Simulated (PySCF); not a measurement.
Isomers of C6H12O2, one conformer each; single-point electronic energies without zero-point terms and without any empirical dispersion term.

Computed with PySCF at CAM-B3LYP/def2-SVPD, non-relativistic, each on one gas-phase PBE0-D3(BJ)/def2-SVP geometry that isn't relaxed in the solvent. The solvent is an IEF-PCM continuum (cavity from Bondi-type radii × 1.2). The model holds no explicit solvent molecules, cavitation or dispersion.

```
                                       isomer  relative energy, gas (kJ/mol)  dipole (D)
                  pentyl formate, `CCCCCOC=O`                            0.0        2.03
tetrahydropyran-2-methanol, `OC[C@@H]1OCCCC1`                           29.3        2.73
```

Problem. How do the relative energies look in chloroform (ε = 4.711)?

Solution. 
```csv
isomer,"relative energy, solvent (kJ/mol)",E(solvent) − E(gas) (kJ/mol),dipole in solvent (D)
"pentyl formate, `CCCCCOC=O`",0.0,-15.5,2.41
"tetrahydropyran-2-methanol, `OC[C@@H]1OCCCC1`",29.2,-15.6,3.29
```

The order is unchanged. Conformers: `[CH3:1][CH2:2][CH2:3][CH2:4][CH2:5][O:6][CH:7]=[O:8]` with C1–C2–C3–C4 -179°, C2–C3–C4–C5 180°, C3–C4–C5–O6 -176°, C4–C5–O6–C7 -85°, C5–O6–C7–O8 -1°; `[OH:1][CH2:2][C@H:3]1[CH2:4][CH2:5][CH2:6][CH2:7][O:8]1` with H–O1–C2–C3 -48°, O1–C2–C3–C4 -65°, C2–C3–C4–C5 171°, C3–C4–C5–C6 -52°, C4–C5–C6–C7 53°, C5–C6–C7–O8 -56°. The gains span 0.1 kJ/mol, the gas-phase energies 29.3 kJ/mol.
